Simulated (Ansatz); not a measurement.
Cl3F3OSi2, SMILES `F[Si](F)(F)O[Si](Cl)(Cl)Cl`, 9 atoms. The species carries charge 0 and has multiplicity 1. All runs use 3 threads of an AMD EPYC 7R13 on a shared host and a share of an NVIDIA H100 80 GB. Correlated methods freeze the cores. Open-shell runs search over several starts.

Problem. Give the basis size and wall time and peak host memory of each of these runs in Ansatz. UKS B3LYP-D4/def2-TZVPP energy of the cation; RKS ωB97M-V/def2-QZVPP energy; UHF-MP2/def2-QZVPP energy of the cation; RKS r2SCAN-D4/def2-TZVPP energy and forces; UKS r2SCAN-D4/def2-TZVPP energy of the cation; RKS PBE0-D4/def2-QZVPP energy; UKS ωB97X-V/def2-TZVPP energy of the cation; RHF-CCSD(T)/def2-SVP energy; RHF-CCSD(T)/def2-TZVPP energy; RHF-MP2/def2-QZVPP energy; UHF-CCSD(T)/def2-TZVPP energy of the cation; RKS SPW92/def2-TZVPP energy. (An estimate is asked.)

Solution. The calculation gave: Other jobs shared the machine, so times are rough.

| level | job | functions | wall time | peak host memory (GiB) |
| --- | --- | --- | --- | --- |
| RKS SPW92/def2-TZVPP | energy | 334 | 2.6 s | 0.85 |
| RKS r2SCAN-D4/def2-TZVPP | energy and forces | 334 | 3.7 s | 0.89 |
| RHF-CCSD(T)/def2-SVP | energy | 146 | 4.6 s | 0.8 |
| RKS PBE0-D4/def2-QZVPP | energy | 578 | 4.9 s | 1.2 |
| RHF-MP2/def2-QZVPP | energy | 578 | 6 s | 1.1 |
| RKS ωB97M-V/def2-QZVPP | energy | 578 | 8 s | 1.3 |
| UKS B3LYP-D4/def2-TZVPP | energy of the cation | 334 | 12 s | 1 |
| RHF-CCSD(T)/def2-TZVPP | energy | 334 | 15 s | 1.4 |
| UKS ωB97X-V/def2-TZVPP | energy of the cation | 334 | 32 s | 1.2 |
| UKS r2SCAN-D4/def2-TZVPP | energy of the cation | 334 | 34 s | 1.1 |
| UHF-MP2/def2-QZVPP | energy of the cation | 578 | 55 s | 1.2 |
| UHF-CCSD(T)/def2-TZVPP | energy of the cation | 334 | 2.3 min | 1.5 |

B3LYP here is the variant with VWN-RPA as its local correlation; programs differ in this.
